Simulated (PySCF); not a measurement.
Br₅Nb, SMILES [Br][Nb+]([Br])([Br])([Br])[Br] (connectivity only; charge and spin as stated), charge +1, multiplicity 2.

Geometry: B3LYP-D3(BJ)/def2-SVP. The multiplicity is an assumed one; other spin states were not compared. The def2 effective core potentials stand for the cores of Nb; spin–orbit coupling is left out.

Computed with B3LYP/def2-TZVP (PySCF).

Isolated molecule, no solvent.

Computed frontier levels, dipole moment:
```json
{
  "α spin, highest occupied and lowest empty level": "-12.65 and -8.92 eV",
  "β spin, highest occupied and lowest empty level": "-12.62 and -10.65 eV",
  "dipole_moment_about_the_centre_of_nuclear_charge": "0.04 D",
  "⟨S²⟩": "0.754 (pure state 0.75)"
}
```
